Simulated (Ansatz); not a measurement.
Cost and result up the ladder for SnBr₂ (the lowest singlet isomer of a short search) (3 atoms). The state is a singlet with charge 0. Geometry: r2SCAN-D4/def2-TZVP.

Cartesian coordinates in Å:
```
Sn -0.010 0.986 -0.464
Br 0.364 -1.293 -1.478
Br -0.353 0.307 1.942
```

Ansatz on 4 threads of Arm Neoverse V2 on a shared host. Times are rough, and most runs start from the orbitals of an earlier one. ωB97M-V/def2-TZVP serves as the yardstick here, not as an exact answer. Differences are given only for rows in sets of like size (and for xTB, whose basis is part of the method), since another set adds its own error. Binding counts from free atoms at the same level (Sn triplet, Br doublet; other spins of the atoms weren't run), without zero-point energy or a counterpoise term.

In the def2 sets Sn takes a core potential; there is no spin–orbit coupling. Correlated methods freeze 22 core orbitals; core or outer-core shells of Sn, Br are correlated, in sets that lack core-valence functions. The structure comes from a short search, and lower isomers may exist.

Correlated methods converge slowly with the basis.

```csv
level,functions,wall time,binding energy per atom (eV),difference from ωB97M-V/def2-TZVP (eV)
PBE-D4/def2-SVP,90,0.7 s,2.50,–
PBE0-D4/def2-SVP,90,1.1 s,2.40,–
PBE-D4/def2-TZVPD,170,1.9 s,2.53,0.17
HF/def2-TZVP,146,2 s,1.60,-0.76
MP2/def2-TZVP,146,2 s,2.41,0.05
PBE0-D4/def2-TZVP,146,2.3 s,2.43,0.08
r2SCAN-D4/def2-TZVP,146,3.1 s,2.48,0.12
RPA@PBE/def2-TZVP,146,3.1 s,2.04,-0.32
PBE0-D4/def2-TZVPD,170,3.2 s,2.44,0.08
r2SCANh-D4/def2-TZVP,146,3.7 s,2.44,0.08
r2SCAN-D4/def2-TZVPD,170,3.9 s,2.48,0.12
B97M-V/def2-TZVP,146,5.5 s,2.47,0.11
ωB97M-V/def2-TZVP,146,7 s,2.36,0.00
CCSD(T)/def2-TZVPP,146,7.5 s,2.30,-0.05
```
